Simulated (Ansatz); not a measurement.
Cost and result for the atomization energy of C2H7FSi2, SMILES `F[C@H]1C[Si@H]1[SiH3]` (12 atoms, 12 bonds).

```xyz
12

F    -2.0062    0.9804   -0.4435
C    -1.1961    0.0749   -1.0813
C     0.1732    0.5754   -1.4783
Si    0.2117   -0.7942   -0.1971
Si    0.7064   -0.1607    1.9766
H    -1.7497   -0.4640   -1.8466
H     0.4849    0.4318   -2.5077
H     0.4140    1.5614   -1.0902
H     0.5233   -2.1672   -0.6620
H     0.3077    1.2610    2.1364
H     2.1638   -0.2966    2.2401
H    -0.0329   -1.0021    2.9536
```

Charge 0, multiplicity 1. All single points use the PBE0-D4/def2-TZVP geometry. Program: Ansatz. All runs use 4 threads of an Arm Neoverse V1 on a shared host. Times are those of one run each, without the atoms' runs, and a repeat can differ threefold. Electronic energies, without spin–orbit coupling; frozen cores. CCSD(T)/CBS adds CCSD(T) − MP2 in def2-TZVPP to the MP2 limit, and its time is that of the two runs behind it. T1 = 0.013. B3LYP takes the VWN-RPA correlation (the form of Gaussian; ORCA's B3LYP/G).

CCSD(T)/CBS is a level of theory with its own doubt, some kJ/mol a heavy atom from the limit and from the frozen cores, so smaller differences don't rank the functionals.

```json
{"level": "PBE-D4/def2-TZVPP (with forces)", "functions": "275", "wall time": "3.1 s"}
{"level": "PBE0-D4/def2-TZVPP", "functions": "275", "wall time": "3.7 s"}
{"level": "r2SCAN-D4/def2-TZVPP (with forces)", "functions": "275", "wall time": "5.5 s"}
{"level": "B3LYP-D4/def2-TZVPP (with forces)", "functions": "275", "wall time": "6 s"}
{"level": "B2PLYP/def2-TZVPP", "functions": "275", "wall time": "7 s"}
{"level": "ωB97X-V/def2-TZVPP", "functions": "275", "wall time": "9 s"}
{"level": "ωB97M-V/def2-TZVPP (with forces)", "functions": "275", "wall time": "14 s"}
{"level": "MP2/def2-QZVPP", "functions": "521", "wall time": "30 s"}
{"level": "CCSD(T)/def2-TZVPP", "functions": "275", "wall time": "3.5 min"}
{"level": "CCSD(T)/CBS(def2)", "functions": "–", "wall time": "4 min"}
```

Question: What atomization energy does each give, and how far from CCSD(T)/CBS? (Best estimate.)

Answer: The calculation gave: 
```tsv
level	atomization (kJ/mol)	difference from CCSD(T)/CBS	per bond
PBE-D4/def2-TZVPP (with forces)	4170.8	65.1	5.4
PBE0-D4/def2-TZVPP	4113.8	8.1	0.7
r2SCAN-D4/def2-TZVPP (with forces)	4127.2	21.5	1.8
B3LYP-D4/def2-TZVPP (with forces)	4101.2	-4.5	-0.4
B2PLYP/def2-TZVPP	4050.9	-54.8	-4.6
ωB97X-V/def2-TZVPP	4137.7	32.0	2.7
ωB97M-V/def2-TZVPP (with forces)	4117.3	11.6	1.0
MP2/def2-QZVPP	4099.0	-6.7	-0.6
CCSD(T)/def2-TZVPP	3999.3	-106.4	-8.9
CCSD(T)/CBS(def2)	4105.7	0.0	0.0
```

The D4 term adds +41.1 kJ/mol with B3LYP and +21.7 kJ/mol with PBE0; it sums over pairs of atoms, weighted by their polarisabilities, and B3LYP, whose exchange is more repulsive, gets the larger term. In def2-TZVPP, CCSD(T) changes the Hartree–Fock value by +986.5 kJ/mol (the triples alone add +57.7 kJ/mol) and MP2 by +1023.1 kJ/mol; breaking electron pairs costs correlation energy, which Hartree–Fock lacks. From PBE to PBE0 (25 % exact exchange), in def2-TZVPP and without D4, the atomization energy moves by −53.2 kJ/mol: exact exchange takes away binding that semilocal exchange gives to molecules.
